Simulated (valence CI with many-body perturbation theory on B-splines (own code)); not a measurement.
## Energy levels of O III

Method: configuration interaction combined with many-body perturbation theory (CI+MBPT): four valence electrons over a frozen Dirac-Fock core [He], a basis of 11 s, 11 p, 10 d, 8 f, 5 g, 2 h functions for each j, with the one-electron correlation potential Σ1, the two-electron term Σ2, the three-electron term Σ3, Breit, model QED; selected CI, second order for the rest, scaled by the run's own slope (own B-spline code, finite nucleus).

Set against measurement, 32 paired levels are off by 133 cm⁻¹ on average, the worst by 418. These come from a selection out of Moore, Selected Tables of Atomic Spectra, NSRDS-NBS 3, section 11. Levels without a partner in it may be off by more. Among the levels kept, up to 2100 cm⁻¹ of a level comes from second order outside the variational space, and about a tenth of that is noise between levels of different J, which matters for small intervals.

Levels 91 to 135 of 246, with energies above the lowest level, 2s2 2p2 3P_0. "Leading %" is the weight of the configuration and term that name the level; weights of strongly mixed levels are sums over their largest components and can fall short. Lifetimes count E1, E2, E3, M1 and M2 decay at the calculated energies, and are blank where another channel may lead or the interval is too uncertain; long ones can be off by a factor of two.

| No. | Configuration | Term | J | E (eV) | Leading % | Lifetime | Second component | g |
| --- | --- | --- | --- | --- | --- | --- | --- | --- |
| 91 | 2s2 2p 4f | 1F | 3 | 47.190 | 54 | 778 ps | 34 % 2s2 2p 4f 3F | 1.048 |
| 92 | 2s2 2p 4f | 3F | 2 | 47.192 | 88 | 779 ps |  | 0.688 |
| 93 | 2s2 2p 4d | 3P° | 0 | 47.192 | 49 | 1.88 ns | 42 % 2s 2p2 3p 3P° |  |
| 94 | 2s2 2p 4d | 3P° | 1 | 47.193 | 47 | 1.69 ns | 43 % 2s 2p2 3p 3P° | 1.488 |
| 95 | 2s2 2p 4f | 3F | 3 | 47.197 | 51 | 778 ps | 32 % 2s2 2p 4f 1F | 1.017 |
| 96 | 2s2 2p 4f | 3F | 4 | 47.199 | 83 | 781 ps | 6 % 2s2 2p 4f 3G | 1.227 |
| 97 | 2s2 2p 4d | 1F° | 3 | 47.207 | 92 | 103 ps |  | 1.001 |
| 98 | 2s2 2p 4d | 1P° | 1 | 47.244 | 90 | 168 ps |  | 1.006 |
| 99 | 2s2 2p 4f | 3G | 3 | 47.261 | 82 | 799 ps | 6 % 2s2 2p 4f 1F | 0.784 |
| 100 | 2s2 2p 4f | 3G | 4 | 47.265 | 64 | 817 ps | 20 % 2s2 2p 4f 1G | 1.061 |
| 101 | 2s2 2p 4f | 3G | 5 | 47.287 | 93 | 803 ps |  | 1.200 |
| 102 | 2s2 2p 4f | 3D | 3 | 47.292 | 88 | 819 ps |  | 1.318 |
| 103 | 2s2 2p 4f | 3D | 2 | 47.296 | 48 | 845 ps | 41 % 2s2 2p 4f 1D | 1.067 |
| 104 | 2s2 2p 4f | 1G | 4 | 47.296 | 70 | 872 ps | 23 % 2s2 2p 4f 3G | 1.013 |
| 105 | 2s2 2p 4f | 3D | 1 | 47.315 | 93 | 821 ps |  | 0.499 |
| 106 | 2s2 2p 4f | 1D | 2 | 47.316 | 50 | 854 ps | 44 % 2s2 2p 4f 3D | 1.078 |
| 107 | 2s2 2p 5s | 3P° | 0 | 48.563 | 92 | 764 ps |  |  |
| 108 | 2s2 2p 5s | 3P° | 1 | 48.576 | 88 | 755 ps | 4 % 2s2 2p 5s 1P° | 1.479 |
| 109 | 2s2 2p 5s | 3P° | 2 | 48.614 | 92 | 762 ps |  | 1.501 |
| 110 | 2s2 2p 5s | 1P° | 1 | 48.684 | 89 | 614 ps | 4 % 2s2 2p 5s 3P° | 1.022 |
| 111 | 2s 2p2 3s | 3D | 1 | 48.860 | 55 | 237 ps | 37 % 2s2 2p 5p 3D | 0.500 |
| 112 | 2s 2p2 3s | 3D | 2 | 48.866 | 57 | 232 ps | 36 % 2s2 2p 5p 3D | 1.167 |
| 113 | 2s 2p2 3s | 3D | 3 | 48.873 | 59 | 224 ps | 33 % 2s2 2p 5p 3D | 1.334 |
| 114 | 2s 2p2 3d | 5F | 1 | 48.897 | 97 | 5.92 ns |  | -0.002 |
| 115 | 2s 2p2 3d | 5F | 2 | 48.903 | 97 | 5.90 ns |  | 1.000 |
| 116 | 2s 2p2 3d | 5F | 3 | 48.911 | 97 | 5.88 ns |  | 1.251 |
| 117 | 2s 2p2 3d | 5F | 4 | 48.920 | 97 | 5.89 ns |  | 1.351 |
| 118 | 2s 2p2 3d | 5F | 5 | 48.929 | 97 | 5.93 ns |  | 1.401 |
| 119 | 2s2 2p 5p | 1P | 1 | 49.092 | 90 | 2.12 ns |  | 1.013 |
| 120 | 2s2 2p 5p | 3S | 1 | 49.213 | 89 | 2.47 ns |  | 1.972 |
| 121 | 2s2 2p 5p | 1D | 2 | 49.296 | 53 | 1.59 ns | 26 % 2s2 2p 5p 3P | 1.155 |
| 122 | 2s2 2p 5p | 3P | 0 | 49.298 | 92 | 3.99 ns |  |  |
| 123 | 2s2 2p 5p | 3P | 1 | 49.307 | 86 | 2.76 ns |  | 1.479 |
| 124 | 2s2 2p 5p | 3P | 2 | 49.322 | 63 | 3.05 ns | 26 % 2s2 2p 5p 1D | 1.342 |
| 125 | 2s 2p2 3d | 5D | 0 | 49.339 | 97 | 4.76 ns |  |  |
| 126 | 2s 2p2 3d | 5D | 1 | 49.341 | 95 | 1.37 ns |  | 1.523 |
| 127 | 2s 2p2 3d | 5D | 2 | 49.342 | 90 | 575 ps | 7 % 2s 2p2 3d 5P | 1.523 |
| 128 | 2s 2p2 3d | 5D | 3 | 49.343 | 84 | 310 ps | 13 % 2s 2p2 3d 5P | 1.524 |
| 129 | 2s2 2p 5p | 3D | 1 | 49.349 | 54 | 404 ps | 36 % 2s 2p2 3s 3D | 0.538 |
| 130 | 2s 2p2 3d | 5D | 4 | 49.353 | 97 | 4.84 ns |  | 1.501 |
| 131 | 2s2 2p 5p | 3D | 2 | 49.359 | 53 | 437 ps | 32 % 2s 2p2 3s 3D | 1.173 |
| 132 | 2s2 2p 5p | 3D | 3 | 49.365 | 38 | 116 ps | 31 % 2s 2p2 3d 5P | 1.448 |
| 133 | 2s 2p2 3d | 5P | 3 | 49.384 | 52 | 77.0 ps | 22 % 2s2 2p 5p 3D | 1.531 |
| 134 | 2s 2p2 3d | 5P | 2 | 49.391 | 89 | 48.2 ps | 7 % 2s 2p2 3d 5D | 1.811 |
| 135 | 2s 2p2 3d | 5P | 1 | 49.395 | 94 | 45.8 ps |  | 2.479 |

Names give the largest LS component (configuration and term), which can be under half, so a name can repeat, a term be missing and a line seem to break the LS rules; names also repeat where a configuration has a term twice.

Where two levels of one J and parity lie close, their mixing, g and order are uncertain.
